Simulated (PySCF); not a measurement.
Polarisability and C₆ of Cd²⁺ (cadmium, charge +2)

[Kr] 4d10, closed-shell 1S. All numbers are calculated (PySCF 2.14, a scalar-relativistic core potential, in def2-TZVPPD with the def2 core potential (28 electrons) (6s4p3d2f1g, 56 functions)). Coupled (time-dependent) response in atomic units; α is the mean over directions.

```
   method  mean α (bohr³)  C₆ (like pair)  S(−4)
      UHF           3.971           17.62  3.935
      PBE           4.511           19.81  6.342
     PBE0           4.323           19.10  5.381
    TPSSh           4.402           19.47  5.738
CAM-B3LYP           4.398           19.27  5.848
```

S(−4) is the Cauchy moment in α(ω) = α(0) + S(−4) ω² + …

α(iu) at TPSSh:

| u (hartree) | α(iu) (bohr³) |
| --- | --- |
| 0 | 4.402 |
| 0.0500 | 4.388 |
| 0.100 | 4.346 |
| 0.200 | 4.193 |
| 0.300 | 3.976 |
| 0.500 | 3.491 |
| 0.750 | 2.965 |
| 1.00 | 2.566 |
| 1.50 | 2.004 |
| 2.00 | 1.605 |
| 3.00 | 1.063 |
| 5.00 | 0.5238 |

For an ion, C₆ is the dispersion term alone; charge-induced terms of lower order in 1/R come first.

Energies and moments cover only the electrons outside the core potential.
